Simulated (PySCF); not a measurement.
PySCF job for AlF2Cl, SMILES [Cl][Al]([F])[F], HF/pcSseg-2. The structure is a stationary point at PBE0-D3(BJ)/def2-SVP.

```python
import numpy as np
from pyscf import gto, scf, dft
from pyscf.prop.nmr import rhf as nmr

mol = gto.M(
    atom='''
    Al    0.00000000   -0.00000000   -0.41844562
    F    -0.00000000   -1.41862727   -1.25403801
    F    -0.00000000    1.41862727   -1.25403803
    Cl   -0.00000000    0.00000001    1.64779279
    ''',
    basis='pcSseg-2',
    charge=0,
    spin=0,
    max_memory=1600,
    verbose=3,
)
mf = scf.RHF(mol)
mf.conv_tol = 1e-10
mf.max_cycle = 100
mf.kernel()
n = nmr.NMR(mf)
n.verbose = 2
n.max_cycle_cphf = 60
sigma = n.kernel()
print('atom   isotropic/ppm   span/ppm')
for i, s in enumerate(sigma):
    w = np.linalg.eigvalsh((s + s.T) / 2)
    print(f'{mol.atom_symbol(i):2s}{i + 1:3d} {w.mean():14.3f} {w[2] - w[0]:11.3f}')
```

Output:

```
converged SCF energy = -900.643893964049
atom   isotropic/ppm   span/ppm
Al  1        515.264     144.317
F   2        391.816     107.809
F   3        391.816     107.809
Cl  4       1059.921     100.866
```

The calculation finished and met its thresholds.
